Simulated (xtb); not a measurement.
xtb input file for ZnH, SMILES [ZnH] (connectivity only; charge and spin as stated), neutral, multiplicity 2, GFN2-xTB. 

```
$ xtb mol.xyz --gfn 2 --sp --chrg 0 --uhf 1 --json
$ cat mol.xyz
2

Zn     0.00000000     0.00000000    -0.05497223
H      0.00000000     0.00000000     1.64916696
```

Log of the run:

```
[banner left out]
          |                Calculation Setup                |
           -------------------------------------------------



           -------------------------------------------------
          |                 G F N 2 - x T B                 |
           -------------------------------------------------

        Reference                      10.1021/acs.jctc.8b01176
      * Hamiltonian:
        H0-scaling (s, p, d)           1.850000    2.230000    2.230000
        zeta-weighting                 0.500000
      * Dispersion:
        s8                             2.700000
        a1                             0.520000
        a2                             5.000000
        s9                             5.000000
      * Repulsion:
        kExp                           1.500000    1.000000
        rExp                           1.000000
      * Coulomb:
        alpha                          2.000000
        third order                    shell-resolved
        anisotropic                    true
        a3                             3.000000
        a5                             4.000000
        cn-shift                       1.200000
        cn-exp                         4.000000
        max-rad                        5.000000


          ...................................................
          :                      SETUP                      :
          :.................................................:
          :  # basis functions                   5          :
          :  # atomic orbitals                   5          :
          :  # shells                            3          :
          :  # electrons                         3          :
          :  max. iterations                   250          :
          :  Hamiltonian                  GFN2-xTB          :
          :  restarted?                      false          :
          :  GBSA solvation                  false          :
          :  PC potential                    false          :
          :  electronic temp.          300.0000000     K    :
          :  accuracy                    1.0000000          :
          :  -> integral cutoff          0.2500000E+02      :
          :  -> integral neglect         0.1000000E-07      :
          :  -> SCF convergence          0.1000000E-05 Eh   :
          :  -> wf. convergence          0.1000000E-03 e    :
          :  Broyden damping             0.4000000          :
          :  net charge                          0          :
          :  unpaired electrons                  1          :
          ...................................................

 iter      E             dE          RMSdq      gap      omega  full diag
   1     -0.9578610 -0.957861E+00  0.271E+01    4.95       0.0  T
   2     -0.9995662 -0.417053E-01  0.168E+01    5.01       1.0  T
   3     -0.9989823  0.583940E-03  0.777E-01    5.36       1.0  T
   4     -0.9998825 -0.900229E-03  0.326E-01    5.32       1.0  T
   5     -0.9999737 -0.912139E-04  0.215E-02    5.33       3.3  T
   6     -0.9999739 -0.178626E-06  0.146E-02    5.33       4.8  T
   7     -0.9999741 -0.157974E-06  0.468E-04    5.33     150.9  T
   8     -0.9999741 -0.211800E-09  0.157E-04    5.33     451.6  T

   *** convergence criteria satisfied after 8 iterations ***

         #    Occupation            Energy/Eh            Energy/eV
      -------------------------------------------------------------
         1        2.0000           -0.4273618             -11.6291
         2        1.0000           -0.3044841              -8.2854 (HOMO)
         3                         -0.1087384              -2.9589 (LUMO)
         4                         -0.1087384              -2.9589
         5                          0.2762429               7.5170
      -------------------------------------------------------------
                  HL-Gap            0.1957457 Eh            5.3265 eV
             Fermi-level           -0.2862671 Eh           -7.7897 eV

 SCC (total)                   0 d,  0 h,  0 min,  0.002 sec
 SCC setup                      ...        0 min,  0.000 sec (  6.870%)
 Dispersion                     ...        0 min,  0.000 sec (  1.525%)
 classical contributions        ...        0 min,  0.000 sec (  1.305%)
 integral evaluation            ...        0 min,  0.000 sec (  5.318%)
 iterations                     ...        0 min,  0.002 sec ( 63.945%)
 molecular gradient             ...        0 min,  0.000 sec (  9.586%)
 printout                       ...        0 min,  0.000 sec ( 10.682%)

         :::::::::::::::::::::::::::::::::::::::::::::::::::::
         ::                     SUMMARY                     ::
         :::::::::::::::::::::::::::::::::::::::::::::::::::::
         :: total energy              -0.999253540558 Eh    ::
         :: gradient norm              0.000000149109 Eh/a0 ::
         :: HOMO-LUMO gap              5.326512465457 eV    ::
         ::.................................................::
         :: SCC energy                -0.999974064731 Eh    ::
         :: -> isotropic ES            0.016804587169 Eh    ::
         :: -> anisotropic ES          0.002714380379 Eh    ::
         :: -> anisotropic XC          0.001380939026 Eh    ::
         :: -> dispersion             -0.000537088238 Eh    ::
         :: repulsion energy           0.000720524173 Eh    ::
         :: add. restraining           0.000000000000 Eh    ::
         :: total charge              -0.000000000000 e     ::
         :::::::::::::::::::::::::::::::::::::::::::::::::::::

           -------------------------------------------------
          |                Property Printout                |
           -------------------------------------------------

    * Orbital Energies and Occupations

         #    Occupation            Energy/Eh            Energy/eV
      -------------------------------------------------------------
         1        2.0000           -0.4273618             -11.6291
         2        1.0000           -0.3044841              -8.2854 (HOMO)
         3                         -0.1087384              -2.9589 (LUMO)
         4                         -0.1087384              -2.9589
         5                          0.2762429               7.5170
      -------------------------------------------------------------
                  HL-Gap            0.1957457 Eh            5.3265 eV
             Fermi-level           -0.2862671 Eh           -7.7897 eV

     #   Z          covCN         q      C6AA      α(0)
     1  30 Zn       0.757     0.197   319.313    42.739
     2   1 H        0.757    -0.197    10.944     5.217

 Mol. C6AA /au·bohr⁶  :        440.795358
 Mol. C8AA /au·bohr⁸  :      28424.091895
 Mol. α(0) /au        :         47.955729


Wiberg/Mayer (AO) data.
largest (>0.10) Wiberg bond orders for each atom

 ---------------------------------------------------------------------------
     #   Z sym  total        # sym  WBO       # sym  WBO       # sym  WBO
 ---------------------------------------------------------------------------
     1  30 Zn   0.850 --     2 H    0.850
     2   1 H    0.850 --     1 Zn   0.850
 ---------------------------------------------------------------------------

Topologies differ in total number of bonds
Writing topology from bond orders to xtbtopo.mol

molecular dipole:
                 x           y           z       tot (Debye)
 q only:        0.000       0.000      -0.634
   full:        0.000      -0.000      -0.665       1.691
molecular quadrupole (traceless):
                xx          xy          yy          xz          yz          zz
 q only:        0.956       0.000       0.956       0.000       0.000      -1.911
  q+dip:        0.681       0.000       0.681       0.000       0.000      -1.362
Note: The following floating-point exceptions are signalling: IEEE_DENORMAL
normal termination of xtb
   full:        2.143       0.000       2.143       0.000       0.000      -4.286


           -------------------------------------------------
          | TOTAL ENERGY               -0.999253540558 Eh   |
          | GRADIENT NORM               0.000000149109 Eh/α |
          | HOMO-LUMO GAP               5.326512465457 eV   |
           -------------------------------------------------

------------------------------------------------------------------------
------------------------------------------------------------------------
 total:
 SCF:
```

The calculation finished and met its thresholds.
